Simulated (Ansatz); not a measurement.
A nudged elastic band was laid between two geometries of CH$_{5}$ClOSn (9 atoms, charge 0, multiplicity 1).

All numbers below come from RKS B3LYP-D4/def2-SVP (Ansatz 0.2.0).

```json
{"movable images": "5", "climbing image": "yes", "spring": "5.0 eV/Å²", "optimiser": "quadratic models (default)", "start path": "IDPP", "force threshold": "0.05 eV/Å", "iteration limit": "60", "end points": "relaxed"}
```

Initial state:

```xyz
9
Properties=species:S:1:pos:R:3
O 0.838 0.995 -1.152
C 0.581 0.614 0.144
Cl 2.062 -0.170 0.947
Sn -1.019 -0.888 0.107
H 1.496 1.708 -1.160
H 0.359 1.461 0.813
H -2.421 -0.190 -0.606
H -0.454 -2.205 -0.830
H -1.352 -1.371 1.720
```

Final state:

```xyz
9
Properties=species:S:1:pos:R:3
O 0.156 1.699 0.291
C 0.719 0.459 0.101
Cl 1.680 0.366 -1.488
Sn -0.901 -1.015 -0.025
H 0.854 2.362 0.412
H 1.476 0.201 0.859
H -1.881 -0.579 -1.359
H -0.207 -2.570 -0.246
H -1.808 -0.971 1.438
```

Question: What changes between the two ends?

Answer: No bond is made or broken. The dihedral Cl3–C2–Sn4–H8 goes from -61 to 59°. The two ends are copies of one structure, up to a mirror image or an exchange of like atoms.

Question: Give the energies along the band, and the barrier.

Answer: It converged. The highest image is number 3 of 0 to 6, 5.4 kJ/mol above the ends, which have the same energy within 2 meV. A vibrational analysis at the climbing image gives one clearly imaginary mode, 96i cm⁻¹: a first-order saddle point.

```json
{"image": "0", "path coordinate (Å)": "0.00", "energy (kJ/mol)": "0.0", "dihedral Cl3–C2–Sn4–H8 (°)": "-61"}
{"image": "1", "path coordinate (Å)": "0.68", "energy (kJ/mol)": "1.3", "dihedral Cl3–C2–Sn4–H8 (°)": "-41"}
{"image": "2", "path coordinate (Å)": "1.36", "energy (kJ/mol)": "4.0", "dihedral Cl3–C2–Sn4–H8 (°)": "-21"}
{"image": "3", "path coordinate (Å)": "2.04", "energy (kJ/mol)": "5.4", "dihedral Cl3–C2–Sn4–H8 (°)": "-1"}
{"image": "4", "path coordinate (Å)": "2.73", "energy (kJ/mol)": "4.0", "dihedral Cl3–C2–Sn4–H8 (°)": "19"}
{"image": "5", "path coordinate (Å)": "3.41", "energy (kJ/mol)": "1.3", "dihedral Cl3–C2–Sn4–H8 (°)": "40"}
{"image": "6", "path coordinate (Å)": "4.10", "energy (kJ/mol)": "0.0", "dihedral Cl3–C2–Sn4–H8 (°)": "59"}
```

Question: What is the geometry of the highest image?

Answer: 
```xyz
9
Properties=species:S:1:pos:R:3:forces:R:3
O 0.303 1.597 -0.615 -0.01 0.01 -0.01
C 0.663 0.524 0.167 0.00 -0.01 0.01
Cl 2.270 -0.226 -0.376 -0.01 0.00 0.00
Sn -0.936 -0.988 0.035 0.00 0.00 -0.01
H 0.948 2.313 -0.500 0.00 0.00 0.00
H 0.864 0.799 1.216 0.01 0.00 0.00
H -2.160 -0.382 -1.003 0.00 0.00 0.00
H -0.297 -2.461 -0.561 0.00 0.00 0.00
H -1.569 -1.222 1.620 0.00 0.00 0.00
```

Question: What are the harmonic wavenumbers there?

Answer: 96i, 148, 226, 325, 403, 444, 473, 572, 659, 685, 714, 717, 1117, 1144, 1256, 1381, 1891, 1917, 1930, 3052, 3740 cm⁻¹.

Run time: 66 s on 2 threads of Intel(R) Xeon(R) 6975P-C (Granite Rapids), with other jobs on the host, peak memory 0.23 GiB.
